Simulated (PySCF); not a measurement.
C$_{2}$H$_{8}$BP, singlet, at a GFN2-xTB geometry; CISD/def2-SVP run with PySCF.

Here is a job for PySCF.
```python
from pyscf import gto, scf, ci

mol = gto.Mole()
mol.atom = '''
    B     0.22957163   -0.29821455    0.21153081
    C     1.61918442   -0.79650464   -0.34017557
    H     1.81096487   -1.84323171   -0.11103093
    H     2.41071647   -0.22954066    0.15328198
    H     1.75461904   -0.65246211   -1.41089001
    C    -0.30452865   -0.81964118    1.60068439
    H    -0.91198446   -1.71133455    1.43497408
    H    -0.94671632   -0.10290097    2.11108434
    H     0.48957583   -1.11381762    2.28443149
    P    -0.73057203    1.04788340   -0.70915548
    H    -2.01457503    0.60063626   -0.45927678
    H    -0.66981288    0.52234797   -1.98594911
'''
mol.basis = 'def2-svp'
mol.verbose = 4
mol.max_memory = 1800
mol.build()

mf = scf.RHF(mol)
mf.kernel()

myci = ci.CISD(mf, frozen=8)
myci.kernel()
print('E(CISD) = %.10f' % myci.e_tot)
```

Problem. Predict the main parts of the log of this PySCF run.

Solution. 
```
PySCF version 2.14.0

[INPUT] verbose = 4
[INPUT] num. atoms = 12
[INPUT] num. electrons = 40
[INPUT] charge = 0
[INPUT] spin (= nelec alpha-beta = 2S) = 0
[INPUT] symmetry False subgroup None
[INPUT] Mole.unit = angstrom
[INPUT] Symbol           X                Y                Z      unit          X                Y                Z       unit  Magmom
[INPUT]  1 B      0.229571630000  -0.298214550000   0.211530810000 AA    0.433827506670  -0.563543825860   0.399735297807 Bohr   0.0
[INPUT]  2 C      1.619184420000  -0.796504640000  -0.340175570000 AA    3.059815098963  -1.505175626545  -0.642838661568 Bohr   0.0
[INPUT]  3 H      1.810964870000  -1.843231710000  -0.111030930000 AA    3.422227625509  -3.483203116014  -0.209818049056 Bohr   0.0
[INPUT]  4 H      2.410716470000  -0.229540660000   0.153281980000 AA    4.555593892278  -0.433768981852   0.289660962031 Bohr   0.0
[INPUT]  5 H      1.754619040000  -0.652462110000  -1.410890010000 AA    3.315749438547  -1.232974694556  -2.666195710785 Bohr   0.0
[INPUT]  6 C     -0.304528650000  -0.819641180000   1.600684390000 AA   -0.575475745584  -1.548897350615   3.024855108966 Bohr   0.0
[INPUT]  7 H     -0.911984460000  -1.711334550000   1.434974080000 AA   -1.723400859259  -3.233953607006   2.711708007050 Bohr   0.0
[INPUT]  8 H     -0.946716320000  -0.102900970000   2.111084340000 AA   -1.789034562456  -0.194454651252   3.989371228458 Bohr   0.0
[INPUT]  9 H      0.489575830000  -1.113817620000   2.284431490000 AA    0.925164235907  -2.104810254515   4.316949866432 Bohr   0.0
[INPUT] 10 P     -0.730572030000   1.047883400000  -0.709155480000 AA   -1.380581050968   1.980212636478  -1.340109636934 Bohr   0.0
[INPUT] 11 H     -2.014575030000   0.600636260000  -0.459276780000 AA   -3.806995064087   1.135038031883  -0.867907329572 Bohr   0.0
[INPUT] 12 H     -0.669812880000   0.522347970000  -1.985949110000 AA   -1.265762897906   0.987094605023  -3.752899915224 Bohr   0.0

nuclear repulsion = 146.49555233204
number of shells = 50
number of NR pGTOs = 164
number of NR cGTOs = 100
basis = def2-svp
ecp = {}

******** <class 'pyscf.scf.hf.RHF'> ********
method = RHF
initial guess = minao
damping factor = 0
level_shift factor = 0
DIIS = <class 'pyscf.scf.diis.CDIIS'>
diis_start_cycle = 1
diis_space = 8
diis_damp = 0
SCF conv_tol = 1e-09
SCF conv_tol_grad = None
SCF max_cycles = 50
direct_scf = True
direct_scf_tol = 1e-13
Set gradient conv threshold to 3.16228e-05
Initial guess from minao.
init E= -445.977397805028
  HOMO = -0.264014482544598  LUMO = 0.0221375954636192  gap/eV = 7.78659
cycle= 1 E= -445.595339595145  delta_E= 0.382  |g|= 0.318  |ddm|= 3.02
  HOMO = -0.351726612080249  LUMO = 0.0926306152809091  gap/eV = 12.09158
cycle= 2 E= -445.63868968753  delta_E= -0.0434  |g|= 0.0852  |ddm|= 0.436
  HOMO = -0.353995607083246  LUMO = 0.110415411324885  gap/eV = 12.63727
cycle= 3 E= -445.642728363038  delta_E= -0.00404  |g|= 0.0216  |ddm|= 0.176
  HOMO = -0.354542862081403  LUMO = 0.106161611948986  gap/eV = 12.53641
cycle= 4 E= -445.642969614554  delta_E= -0.000241  |g|= 0.00551  |ddm|= 0.0369
  HOMO = -0.354727015321721  LUMO = 0.107354307566809  gap/eV = 12.57387
cycle= 5 E= -445.642996668823  delta_E= -2.71e-05  |g|= 0.00179  |ddm|= 0.0144
  HOMO = -0.355014279273234  LUMO = 0.107129375800236  gap/eV = 12.57557
cycle= 6 E= -445.642999974971  delta_E= -3.31e-06  |g|= 0.000544  |ddm|= 0.0053
  HOMO = -0.354992775452278  LUMO = 0.107256427264193  gap/eV = 12.57844
cycle= 7 E= -445.643000306502  delta_E= -3.32e-07  |g|= 0.000164  |ddm|= 0.00169
  HOMO = -0.355001142584408  LUMO = 0.107244344993634  gap/eV = 12.57834
cycle= 8 E= -445.643000334392  delta_E= -2.79e-08  |g|= 4.99e-05  |ddm|= 0.00051
  HOMO = -0.355002532143785  LUMO = 0.107244071224736  gap/eV = 12.57837
cycle= 9 E= -445.643000337218  delta_E= -2.83e-09  |g|= 1.64e-05  |ddm|= 0.00017
  HOMO = -0.355000870310585  LUMO = 0.107244738522696  gap/eV = 12.57834
cycle= 10 E= -445.643000337544  delta_E= -3.26e-10  |g|= 6.01e-06  |ddm|= 5.43e-05
  HOMO = -0.35500127991891  LUMO = 0.10724423126047  gap/eV = 12.57834
Extra cycle  E= -445.643000337582  delta_E= -3.84e-11  |g|= 3.25e-06  |ddm|= 1.29e-05
converged SCF energy = -445.643000337582

******** <class 'pyscf.ci.cisd.RCISD'> ********
CISD nocc = 12, nmo = 92
frozen orbitals 8
max_cycle = 50
direct = 0
conv_tol = 1e-09
max_cycle = 50
max_space = 12
lindep = 0
nroots = 1
Init t2, MP2 energy = -0.497851230657013
RCISD converged
E(RCISD) = -446.1199282407075  E_corr = -0.4769279031253677
E(CISD) = -446.1199282407
```
